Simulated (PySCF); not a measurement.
C7H11NSe: core ionisation energies

C₇H₁₁NSe.
SMILES with atom numbers: `[CH3:1][C@@H:2]1[CH2:3][Se:4][CH2:5][CH2:6][C@H:7]1[C:8]#[N:9]`

Level of theory: delta-SCF UKS SCAN, pcX-2 on the ionised atom, pcseg-1 elsewhere, spin-free X2C in PySCF. Each binding energy is the total energy of the core-ionised species, with the hole localised on one atom, minus that of the ground state; both are solved self-consistently, so orbital relaxation is included.

Question: List the computed XPS lines with their assignment.

Answer: 
| atom(s) | environment | level | binding energy (eV) | above the level's lowest (eV) | count |
| --- | --- | --- | --- | --- | --- |
| C1 | methyl carbon | C 1s | 290.83 | 0.00 | 1 |
| C3 | sp3 carbon bound to selenium | C 1s | 291.12 | +0.29 | 1 |
| C2 | sp3 CH carbon | C 1s | 291.19 | +0.36 | 1 |
| C6 | ring CH2 carbon | C 1s | 291.20 | +0.37 | 1 |
| C5 | sp3 carbon bound to selenium | C 1s | 291.21 | +0.38 | 1 |
| C8 | nitrile carbon | C 1s | 292.03 | +1.20 | 1 |
| C7 | sp3 carbon next to a nitrile | C 1s | 292.04 | +1.21 | 1 |
| N9 | nitrile nitrogen | N 1s | 404.84 | 0.00 | 1 |

Lowest listed C 1s: C1, bonded to C and 3 H. Highest, 1.21 eV above it: C7, bonded to 3 C and H. The widest gap between neighbouring values is 0.82 eV, between 291.21 and 292.03 eV. Summing the Pauling electronegativity differences to the bonded atoms, each weighted by its formal bond order, gives -1.05 for the lowest site and -0.35 for the highest; the largest sum, +1.47, belongs to C8, 0.01 eV below the top. The values 291.19, 291.20 and 291.21 eV; the values 292.03 and 292.04 eV lie too close for their order to be trusted.

Question: Which photon wavelength matches the C 1s of C6 threshold?

Answer: λ = hc/E = 12398.42 eV Å / 291.20 eV = 42.577 Å.

Spin contamination (⟨S²⟩ against 0.75 for a pure doublet) is marked for C 1s of C8 (0.88), which makes this value less certain. No level of selenium is listed. The structure is a single PBE0-D3(BJ)/def2-SVP conformer in the gas phase; no vibrational or solvent corrections.
